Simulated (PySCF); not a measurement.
# How the method changes the constants of Rb₂

State: ¹Σg⁺ (singlet), closed shell. Set-up: Rb def2-SVPD with ECP28; scalar-relativistic core potentials (PySCF 2.14). De refers to Rb + Rb in their ground configurations, without counterpoise correction.

```json
{"Level": "RHF-MP2", "Re (Å)": "4.251", "ωe (cm⁻¹)": "55.2", "De (eV)": "0.224"}
{"Level": "RHF-SCS-MP2", "Re (Å)": "4.306", "ωe (cm⁻¹)": "53.7", "De (eV)": "0.271"}
{"Level": "RHF-CCSD", "Re (Å)": "4.339", "ωe (cm⁻¹)": "51.0", "De (eV)": "0.307"}
{"Level": "RHF-CCSD(T)", "Re (Å)": "4.366", "ωe (cm⁻¹)": "48.8", "De (eV)": "0.355"}
{"Level": "PBE", "Re (Å)": "4.289", "ωe (cm⁻¹)": "54.4", "De (eV)": "0.53"}
{"Level": "revPBE", "Re (Å)": "4.393", "ωe (cm⁻¹)": "52.2", "De (eV)": "0.489"}
{"Level": "r²SCAN", "Re (Å)": "4.375", "ωe (cm⁻¹)": "53.5", "De (eV)": "0.313"}
{"Level": "PBE0", "Re (Å)": "4.304", "ωe (cm⁻¹)": "56.0", "De (eV)": "0.446"}
{"Level": "M06", "Re (Å)": "4.092", "ωe (cm⁻¹)": "59.8", "De (eV)": "n/a"}
{"Level": "BHandHLYP", "Re (Å)": "4.274", "ωe (cm⁻¹)": "56.6", "De (eV)": "0.380"}
{"Level": "ωB97X", "Re (Å)": "4.191", "ωe (cm⁻¹)": "60.8", "De (eV)": "0.68"}
```

Task: Which functional lies closest to RHF-CCSD(T) in De, which farthest, and by how much do they differ from it?

Result: Closest is BHandHLYP (-9.2 pm in Re, +16.0 % in ωe, +0.03 eV in De against RHF-CCSD(T) in the same basis), farthest ωB97X (-17.5 pm in Re, +24.6 % in ωe, +0.33 eV in De). CCSD(T) converges more slowly with the basis than the functionals do and binds too weakly in this one, so the order can change at the basis-set limit.

Task: What does a quarter of exact exchange do here, going from PBE to PBE0?

Result: PBE0 less PBE: +1.5 pm in Re, +2.9 % in ωe, -0.08 eV in De. Exact exchange removes part of the self-interaction that spreads semilocal densities, and in most molecules shortens and stiffens the bond and lowers De; here Re goes the other way.

Task: What does the step from GGA to meta-GGA do here, going from PBE to r²SCAN?

Result: r²SCAN less PBE: +8.6 pm in Re, -1.7 % in ωe, -0.22 eV in De. 

Correlated steps freeze no core orbitals. Closed-shell solutions of metal pairs were not tested for spin polarisation, which can lower them a little. The bond is weak. Basis-set superposition, not corrected here, can be much of De in a small basis, most of all at correlated wavefunction levels. Functionals without a dispersion term scatter widely for such bonds, and LDA overbinds them. Where the molecule has an RHF reference, its open-shell atoms are computed with UHF.
